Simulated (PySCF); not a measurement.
## Two-component Hartree-Fock for Hf⁺ (hafnium, charge +1)

Start: [Xe] 4f14 6s2 6p1; 6p3/2 filled at m_j = +3/2. Calculated with PySCF 2.14 in x2c-SVPall-2c with one added diffuse shell each of s, d type (8s9p10d2f, 99 functions): generalised Hartree-Fock with the X2C-1e Hamiltonian and a Gaussian nucleus; one run each with spin-orbit coupling (SO) switched off, then screened by Boettger's factors. This is a chosen level, not necessarily the ground level.

```tsv
spinor shell	electrons	ε, spin-free (eV)	ε, screened SO (eV)	weight of nominal j (screened SO)	rms radius, screened SO (bohr)
1s1/2	2	-65705.6	-65687.4	1.000	0.0215
2s1/2	2	-11389.1	-11383.4	1.000	0.0869
2p1/2	2	-10004.4	-10853.7	1.000	0.0740
2p3/2	4	-10004.4	-9655.6	1.000	0.0812
3s1/2	2	-2668.3	-2666.4	1.000	0.222
3p1/2	2	-2247.1	-2431.5	1.000	0.214
3p3/2	4	-2247.1	-2170.1	1.000	0.228
3d3/2	4	-1743.7	-1776.6	1.000	0.202
3d5/2	6	-1743.7	-1720.1	1.000	0.206
4s1/2	2	-582.11	-581.55	1.000	0.498
4p1/2	2	-441.34	-483.78	1.000	0.508
4p3/2	4	-441.34	-423.51	1.000	0.541
4d3/2	4	-255.88	-262.39	1.000	0.571
4d5/2	6	-255.88	-251.09	1.000	0.583
5s1/2	2	-96.964	-96.893	1.000	1.22
5p1/2	2	-59.317	-64.721	1.000	1.42
5p3/2	4	-59.317	-56.999	1.000	1.45
4f5/2	6	-48.533	-49.264	1.000	0.735
4f7/2	8	-48.533	-47.592	1.000	0.740
6s1/2	2	-16.562	-16.559	0.991	3.38
6p3/2	1	-9.789	-9.712	1.000	5.08
```

| quantity | spin-free | screened SO |
| --- | --- | --- |
| E (hartree) | -15065.80636 | -15081.55155 |
| M_J | 3/2 | 3/2 |
| ⟨J²⟩ | 3.901 | 3.905 |
| ⟨L²⟩ | 2.125 | 2.194 |
| ⟨S²⟩ | 0.776 | 0.863 |

Each row is a mean over spinors that exchange with the open shell spreads, by up to 0.893 eV (6s1/2).

⟨J²⟩ departs a little from M_J(M_J + 1) because the unrestricted spinors polarise the closed shells.

Breit and QED terms are absent; they matter most for the inner s and p1/2 levels.

Densities and radii are taken from the X2C orbitals without a picture-change correction, which distorts them close to the nucleus.

Without spin-orbit coupling the j labels of p, d and f shells carry no meaning; the spin-free column gives the mean over the occupied spinors of each nl shell, and its ⟨J²⟩ belongs to a mixture of degenerate components.
